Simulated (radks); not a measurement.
The table gives one normalised radial function P(r) = r R(r) of Cs22+ in [Ar] 3d10 4s2 4p3 (r in bohr). All-electron calculation, scalar-relativistic Kohn-Sham, BLYP, spin-polarised, spherical densities, finite nucleus; open shells are filled with parallel spins first (spin-orbit coupling, left out, can overturn this in heavy ions); Fermi nuclear charge, rms radius 4.8041 fm. Program: a radial shooting solver on a logarithmic mesh with Libxc functionals.

r           P
0.002442   0.0082
0.002753   0.0101
0.003129   0.0126
0.003528   0.0156
0.004009   0.0195
0.004521   0.0239
0.005097   0.0294
0.005793   0.0366
0.006531   0.0449
0.007364   0.0549
0.00837    0.0679
0.009437   0.0827
0.01073    0.1016
0.01209    0.1227
0.01363    0.1475
0.0155     0.1785
0.01747    0.2121
0.01986    0.2530
0.02239    0.2958
0.02525    0.3426
0.02869    0.3957
0.03235    0.4467
0.03648    0.4964
0.04146    0.5442
0.04674    0.5793
0.05312    0.6003
0.0599     0.5980
0.06753    0.5676
0.07676    0.4976
0.08654    0.3920
0.09758    0.2462
0.1109     0.0500
0.125     -0.1624
0.1421    -0.4008
0.1602    -0.6110
0.1807    -0.7797
0.2053    -0.8797
0.2315    -0.8701
0.2631    -0.7297
0.2967    -0.4744
0.3345    -0.1181
0.3802     0.3299
0.4286     0.7555
0.4833     1.1235
0.5493     1.3894
0.6193     1.4810
0.7039     1.4039
0.7936     1.1989
0.8948     0.9220
1.017      0.6176
1.147      0.3760
1.293      0.2017
1.469      0.0891
1.657      0.0352
1.883      0.0107
2.123      0.0029

Which n and l does it have? It may be an empty orbital.

Answer. n = 4, l = 1: the number of nodes gives n - l - 1 = 2, the rise at small r (about r^(l+1), flatter next to the nucleus through relativity) gives l, and the extent must fit the shell. The curve is that of 4p up; the table hardly tells the two spins apart. 4p up: eigenvalue -694.43 eV, 2 radial nodes at r = 0.114, 0.346 bohr, <r> = 0.645 bohr, 90 % of the charge inside 0.921 bohr.
